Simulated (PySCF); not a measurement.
Al2(mu-Me)2(H)4, C₂H₁₀Al₂, singlet (B3LYP/def2-SVP optimised geometry):

```
14

Al     0.405    -1.068     0.000
Al    -0.473     1.373     0.000
C     -0.305     0.055    -1.688
H      0.426    -0.589    -2.213
H     -0.150     1.017    -2.214
H     -1.309    -0.306    -1.959
H      1.988    -1.068     0.000
H     -0.474    -2.382     0.000
C     -0.306     0.054     1.688
H     -0.152     1.016     2.214
H      0.427    -0.588     2.214
H     -1.310    -0.308     1.958
H      0.747     2.382     0.001
H     -1.988     1.824     0.000
```

Calculation: PySCF 2.14.0 with B3LYP/def2-TZVP.

Task: What are the frontier orbital energies and the dipole moment?

Result: HOMO-2 -8.46 eV, HOMO-1 -8.11 eV, HOMO -8.04 eV, LUMO -0.36 eV, LUMO+1 0.15 eV; dipole moment 0.50 D.

On the same geometry PBE/def2-TZVP run with PySCF gives HOMO-2 -7.44 eV, HOMO-1 -6.99 eV, HOMO -6.92 eV, LUMO -0.91 eV, LUMO+1 -0.45 eV; dipole moment 0.54 D.

Meta-Löwdin charges at B3LYP/def2-TZVP: Al1 0.50, Al2 0.50, C3 -0.65, H4 0.16, H5 0.16, H6 0.14, H7 -0.16, H8 -0.15, C9 -0.65, H10 0.16, H11 0.16, H12 0.14, H13 -0.16, H14 -0.15.
